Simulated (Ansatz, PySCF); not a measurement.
Molecule: SbCl3 (charge 0, singlet). 
Structure (B3LYP-D3(BJ)/def2-TZVP (Ansatz, an electronic-structure program) minimum search):
SMILES: [Cl][Sb]([Cl])[Cl]
```xyz
4

Sb    -0.0031     0.0017     0.5803
Cl    -1.7985    -0.9884    -0.5870
Cl     0.0495     2.0519    -0.5860
Cl     1.7584    -1.0686    -0.5677
```

Property: atomisation energy (electronic, to ground-state atoms), in kcal/mol. Correlated levels leave the core frozen unless marked. UHF or UKS for open shells. No spin-orbit coupling. The frozen core is the preceding noble-gas configuration, with the filled d and f shells of earlier blocks. Past Kr the def2 sets carry scalar-relativistic core potentials. STO-3G rows are all-electron and non-relativistic. The coupled-cluster limit lacks core correlation, which all-electron functionals hold. CBS(X,Y): correlation extrapolated as X^-3; Hartree-Fock from the larger set.

```json
[
 {"level": "HF/def2-TZVPP", "program": "Ansatz", "atomisation energy (kcal/mol)": "134.7", "minus last row": "-94.5", "rough core time": "-"},
 {"level": "HF-D3(BJ)/def2-TZVPD", "program": "PySCF + dftd3", "atomisation energy (kcal/mol)": "165.5", "minus last row": "-63.7", "rough core time": "-"},
 {"level": "HSE06/def2-TZVPD", "program": "Ansatz", "atomisation energy (kcal/mol)": "228.5", "minus last row": "-0.7", "rough core time": "under 20 s"},
 {"level": "MP2/def2-TZVPP", "program": "Ansatz", "atomisation energy (kcal/mol)": "224.1", "minus last row": "-5.1", "rough core time": "-"},
 {"level": "SCS-MP2/STO-3G", "program": "Ansatz", "atomisation energy (kcal/mol)": "194.5", "minus last row": "-34.7", "rough core time": "-"},
 {"level": "SCS-MP2/def2-SVP", "program": "Ansatz", "atomisation energy (kcal/mol)": "185.7", "minus last row": "-43.5", "rough core time": "-"},
 {"level": "CCSD(T)/CBS(def2-TZVPPD,def2-QZVPPD)", "program": "Ansatz", "atomisation energy (kcal/mol)": "229.2", "minus last row": "0.0", "rough core time": "6 min"}
]
```

Core times are rough, on shared machines, summed over the molecules involved; a dash marks a level read off another run, or run on other hardware, by another program or under a memory cap.
